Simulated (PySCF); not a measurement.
[Mo(F)2(NH2)4] (charge 0, multiplicity 1)

Method: PySCF with TPSSh-D3(BJ)/def2-TZVP // BP86-D3(BJ)/def2-SVP.

```
Property                                                     Result
-------------------------------------  ----------------------------
HOMO                                                       -6.19 eV
dipole moment                                                5.10 D
HOMO–LUMO gap                                               3.03 eV
LUMO                                                       -3.17 eV
charge on the central atom (Mulliken)                        1.55 e
total energy                                           -492.0562 Ha
cost                                   very roughly 10 core-minutes
```

```xyz
15

Mo     0.1232     0.0621     0.0255
F      0.9107     1.5242     0.9591
F     -0.4591     1.2869    -1.3404
N      0.3234    -0.7417     1.8149
H      0.5098    -0.1479     2.6316
H      0.0927    -1.7018     2.0877
N     -1.8376     0.0376     0.2633
H     -2.3633    -0.5527     0.9190
H     -2.4368     0.3732    -0.5031
N     -0.0969    -1.7264    -0.7565
H     -0.9752    -2.2536    -0.8017
H      0.7018    -2.3118    -1.0287
N      1.8783    -0.1340    -0.8894
H      2.6294     0.5027    -0.5936
H      2.0436    -0.4735    -1.8425
```
Charge 0, spin multiplicity 1.
